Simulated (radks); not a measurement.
The numbers below are computed, except where a source is named.
Task: Au+, 78 electrons, occupied as [Xe] 4f14 5d10. Code: a radial shooting solver on a logarithmic mesh with Libxc functionals. Model: non-relativistic Kohn-Sham, SCAN, spin-polarised, spherical densities, point nucleus; meta-GGA in the generalised Kohn-Sham scheme; relativity is left out, which matters for an element this heavy. Some entries of the table are withheld. Estimate them.

| orbital | occ. | eigenvalue (Ry) | <r> (bohr) | <1/r> (bohr^-1) |
|---|---|---|---|---|
| 1s | 2 | -5377.407 | (1) | 78.45 |
| 2s | 2 | (2) | 0.08068 | (3) |
| 2p | 6 | -864.4018 | 0.06821 | 18.50 |
| 3s | 2 | -211.7965 | 0.2035 | 7.168 |
| 3p | 6 | -195.1470 | 0.1941 | 7.109 |
| 3d | 10 | -164.1932 | 0.1697 | 7.033 |
| 4s | 2 | -45.58500 | 0.4478 | 3.132 |
| 4p | 6 | -38.35304 | (4) | 3.040 |
| 4d | 10 | -25.14023 | 0.4610 | 2.855 |
| 4f | 14 | -7.57580 | 0.4868 | 2.508 |
| 5s | 2 | -6.96563 | 1.030 | 1.285 |
| 5p | 6 | -4.68311 | 1.121 | (5) |
| 5d | 10 | -1.17739 | 1.538 | 0.8569 |

Result: 
(1) 1s <r> (bohr): 0.01917
(2) 2s eigenvalue (Ry): -899.4606
(3) 2s <1/r> (bohr^-1): 18.48
(4) 4p <r> (bohr): 0.4523
(5) 5p <1/r> (bohr^-1): 1.172
